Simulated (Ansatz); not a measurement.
Geometry optimisation, RHF/def2-mTZVP (Ansatz 0.2.0).

Input:

```yaml
crystal:
  periodic: [false, false, false]
  atoms:
    - { symbol: Sn, position_ang: [-0.197519, -0.375989, 0.184356] }
    - { symbol: H, position_ang: [-0.099656, -0.178642, 1.889524] }
    - { symbol: O, position_ang: [1.552493, -0.277741, -0.643814] }
    - { symbol: H, position_ang: [1.790402, -1.009972, -1.192434] }
    - { symbol: O, position_ang: [-1.311646, 1.059855, -0.494223] }
    - { symbol: H, position_ang: [-1.15722, 1.34485, -1.381385] }
    - { symbol: O, position_ang: [-0.874885, -2.077004, -0.469229] }
    - { symbol: H, position_ang: [-1.808513, -2.22882, -0.432685] }
    - { symbol: Si, position_ang: [1.645453, 2.589793, 1.445469] }
    - { symbol: H, position_ang: [3.076528, 2.436039, 1.762958] }
    - { symbol: H, position_ang: [1.465536, 2.754163, -0.003851] }
    - { symbol: H, position_ang: [1.116803, 3.775818, 2.145354] }
    - { symbol: H, position_ang: [0.915823, 1.40605, 1.909359] }
basis:
  gaussian: { orbitals: def2-mTZVP }
hamiltonian:
  xc: hf
relax:
  f_tol: 0.03
  max_steps: 50
```

Command:

```bash
$ ansatz run input.yaml --threads 4 --pin off --max-ram 5120MiB --backend cpu --events-out ev --progress --plain --runs-dir out
```

Task: Where does it end, and by what steps?

Result: The run converged. The force dipped under the threshold on the way, but the program's further checks kept it going. After 26 steps the energy has fallen by 0.390 eV; H8 moved furthest, 1.23 Å.

```
step  energy less start (eV)  largest force component (eV/Å)  accepted
   0                  0.0000                           0.634       yes
   1                 -0.1727                           0.295       yes
   2                 -0.2678                           0.129       yes
   3                 -0.3312                           0.562       yes
   4                 -0.3501                           0.166       yes
   5                 -0.3621                           0.183       yes
   6                 -0.3612                           0.418        no
   7                 -0.3586                           0.604        no
   8                 -0.3651                           0.060       yes
   9                 -0.3686                           0.040       yes
  10                 -0.3566                           0.912        no
  11                 -0.3698                           0.059       yes
  12                 -0.3715                           0.154       yes
  13                 -0.3724                           0.297       yes
  14                 -0.3741                           0.166       yes
  15                 -0.3769                           0.046       yes
  16                 -0.3768                           0.424        no
  17                 -0.3753                           0.113        no
  18                 -0.3777                           0.011       yes
  19                 -0.3799                           0.060       yes
  20                 -0.3804                           0.246       yes
  21                 -0.3830                           0.110       yes
  22                 -0.3852                           0.016       yes
  23                 -0.3870                           0.125       yes
  24                 -0.3882                           0.056       yes
  25                 -0.3890                           0.019       yes
  26                 -0.3898                           0.020       yes
```

```xyz
13
Properties=species:S:1:pos:R:3
Sn -0.560 -0.794 0.293
H -0.853 -1.118 1.922
O 1.251 -0.146 0.005
H 1.762 -0.607 -0.642
O -1.765 0.555 -0.407
H -1.368 1.294 -0.844
O -0.769 -2.380 -0.806
H -1.330 -2.298 -1.562
Si 1.953 2.932 1.348
H 3.241 2.224 1.292
H 1.436 3.164 -0.013
H 2.147 4.236 2.010
H 0.969 2.156 2.125
```

Whether the end is a true minimum wasn't checked by a vibrational analysis.

Time of the run: 60 s on 4 threads of Arm Neoverse V2 (shared host), peak memory 0.45 GiB.
